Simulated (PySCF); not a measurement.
**Structure elucidation problem**

The spectra below were simulated for a compound C₅H₁₂Si₂.

¹H NMR (400 MHz, computed): δ 4.40 (d, 2H), 3.80 (s, 3H), 1.93 (t, 1H), 1.34 (s, 6H).

¹³C{¹H} NMR (computed): δ 105.4, 85.1, 24.0 (2C), 7.7.

PySCF calculation with structure optimised with GFN2-xTB and shielding tensors at PBE0/pcSseg-1 (GIAO); one averaged value for each set of equivalent atoms, relativity neglected, a single conformation, no solvent.

References, each an isolated molecule treated in the same way: ¹H (σ = 31.72 ppm), ¹³C (σ = 186.93 ppm) vs TMS.

**Question.** Which of these isomers gave the spectra?
A. C#CC[Si](C)(C)[SiH3]
B. [SiH3]CCC1=C[SiH2]C1
C. C#C[SiH2]C(C)(C)[SiH3]
D. C=CC[SiH2]/C=C\[SiH3]

**Answer.** C. 

1. The formula gives 2 degrees of unsaturation (no ring in the answer).
2. 4 carbon signals for 5 carbons: some carbons are equivalent by symmetry or fast rotation.
3. Carbon types of the structure: 2 × C, 1 × CH, 2 × CH3, leaving 5 H on heteroatoms.
4. δC 105.4: terminal alkyne carbon.
5. δC 85.1: alkyne carbon; the triple bond shields along its axis, which puts it between sp3 and sp2 carbons.
6. δC 24.0: methyl carbon; a saturated carbon with 1 carbon neighbour and no heteroatom attached.
7. δC 7.7: fully substituted sp3 carbon bonded to 2 Si; an electropositive neighbour leaves it electron-rich and shielded.
8. δH 1.93: hydrogen on a terminal alkyne carbon; it lies on the axis of the triple bond, in its shielding cone.

The others: C#CC[Si](C)(C)[SiH3] has carbons computed at 86.5, 73.7, 8.3, -0.8, with a different DEPT pattern; [SiH3]CCC1=C[SiH2]C1 would give 5 carbon signals, not 4; C=CC[SiH2]/C=C\[SiH3] would give 5 carbon signals, not 4.

Shifts are as computed. Against solution values, carbons near 30 ppm lie about +3 ppm off and those near 130 ppm about +5 ppm. Of 1211 compounds with measured shifts, 218 miss one by over three times the rms of a fit or turn the order of signals round; such compounds aren't used in these exercises. Multiplicities follow the n + 1 count of equivalent neighbours, as no J values were calculated; m marks all less simple cases, F and P coupling included.
